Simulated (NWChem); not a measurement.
Molecule: MgBr2; SMILES [Br][Mg][Br]

Program: NWChem. Structure relaxed at the PBE0/def2-SVP level. Total energies compare along this basis series because the functional is fixed.

| level | basis functions | energy (Ha) | highest occupied level (eV) | orbital gap (eV) |
|---|---|---|---|---|
| PBE0/pcseg-1 | 64 | -5347.2246 | -8.30 | 6.38 |
| PBE0/aug-pcseg-1 | 86 | -5347.2358 | -8.52 | 6.48 |
| PBE0/pcseg-2 | 105 | -5347.9344 | ? | 6.52 |
| PBE0/STO-3G | 45 | -5289.1958 | -4.27 | 7.63 |
| PBE0/def2-SVP | 82 | -5347.1488 | -8.36 | 6.51 |

Problem. Fill in the missing entries.

Solution. 
- PBE0/pcseg-2, highest occupied level (eV): -8.45
